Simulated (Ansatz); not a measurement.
Geometry optimisation, Ansatz 0.2.0, DFT PBE-D3(BJ), scalar-relativistic, plane waves, PAW.

The input (input.yaml):

```yaml
crystal:
  lattice:
    - [7.398, 0.0, 0.0]
    - [-3.699, 6.406856, 0.0]
    - [0.0, 0.0, 11.0]
  atoms:
    - { symbol: C, position: [0.0, 0.0, 0.0909091] }
    - { symbol: C, position: [0.2222222, 0.1111111, 0.0909091] }
    - { symbol: C, position: [0.0, 0.3333333, 0.0909091] }
    - { symbol: C, position: [0.2222222, 0.4444444, 0.0909091] }
    - { symbol: C, position: [0.0, 0.6666667, 0.0909091] }
    - { symbol: C, position: [0.2222222, 0.7777778, 0.0909091] }
    - { symbol: C, position: [0.3333333, 0.0, 0.0909091] }
    - { symbol: C, position: [0.5555556, 0.1111111, 0.0909091] }
    - { symbol: C, position: [0.3333333, 0.3333333, 0.0909091] }
    - { symbol: C, position: [0.5555556, 0.4444444, 0.0909091] }
    - { symbol: C, position: [0.3333333, 0.6666667, 0.0909091] }
    - { symbol: C, position: [0.5555556, 0.7777778, 0.0909091] }
    - { symbol: C, position: [0.6666667, 0.0, 0.0909091] }
    - { symbol: C, position: [0.8888889, 0.1111111, 0.0909091] }
    - { symbol: C, position: [0.6666667, 0.3333333, 0.0909091] }
    - { symbol: C, position: [0.8888889, 0.4444444, 0.0909091] }
    - { symbol: C, position: [0.6666667, 0.6666667, 0.0909091] }
    - { symbol: C, position: [0.8888889, 0.7777778, 0.0909091] }
    - { symbol: F, position: [0.3222406, 0.6601715, 0.2645455] }
    - { symbol: H, position: [0.2050459, 0.655427, 0.3009091] }
basis:
  ecutwfc: 420.0
kpoints:
  mp_grid: { grid: [2, 2, 1] }
hamiltonian:
  xc: pbe
  dispersion: d3bj
scf:
  occupations: { method: gaussian, width: 0.02 }
  lower_state_search: "off"
relax:
  f_tol: 0.03
  max_steps: 60
  adjacent_minimum: "off"
output:
  write_density: true
  write_potential: true
  elf: true
  volumetric_format: npy
```

Command:

```bash
$ ansatz run input.yaml --threads 1 --pin off --max-ram 3072MiB --backend cpu --events-out ev --progress --plain --runs-dir out
```

Problem. Where does it end, and by what steps?

Solution. The forces met the threshold. Limits of this set-up: coarse k mesh, slab without dipole correction. After 26 steps the energy has fallen by 1.682 eV; F19 moved furthest, 1.21 Å.

```csv
step,energy less start (eV),largest force component (eV/Å),accepted
0,0.0000,4.799,yes
1,-0.8129,2.606,yes
2,-1.2415,1.377,yes
3,-1.4265,1.796,yes
4,-1.5346,0.531,yes
5,-1.5863,0.452,yes
6,-1.6227,0.216,yes
7,-1.6300,0.513,yes
8,-1.6436,0.198,yes
9,-1.6487,0.207,yes
10,-1.4927,3.246,no
11,-1.6548,0.246,yes
12,-1.6600,0.524,yes
13,-1.6619,0.436,yes
14,-1.6643,0.350,yes
15,-1.6703,0.165,yes
16,-1.6279,2.008,no
17,-1.6773,0.130,yes
18,-1.6691,1.022,no
19,-1.6801,0.103,yes
20,-1.6814,0.154,yes
21,-1.6803,0.164,no
22,-1.6818,0.078,yes
23,-1.6818,0.074,yes
24,-1.6762,0.309,no
25,-1.6820,0.032,yes
26,-1.6821,0.009,yes
```

```xyz
20
Lattice="7.3980 0.0000 0.0000 -3.6990 6.4069 0.0000 0.0000 0.0000 11.0000" Properties=species:S:1:pos:R:3
C -0.044 -0.027 0.945
C 1.190 0.672 0.944
C -1.278 2.108 0.944
C -0.042 2.805 0.945
C -2.511 4.243 0.946
C -1.277 4.944 0.946
C 2.421 -0.026 0.944
C 3.657 0.672 0.943
C 1.189 2.107 0.945
C 2.425 2.807 0.946
C -0.044 4.243 0.950
C 1.193 4.944 0.946
C 4.888 -0.027 0.944
C 6.124 0.672 0.944
C 3.655 2.108 0.945
C 4.890 2.807 0.945
C 2.422 4.243 0.946
C 3.657 4.944 0.946
F -0.094 4.554 4.070
H -0.096 4.483 3.134
```

Run time: 2.6 min on 1 thread of AMD EPYC 7B13 (Zen 3), with other jobs on the host, peak memory 0.71 GiB.
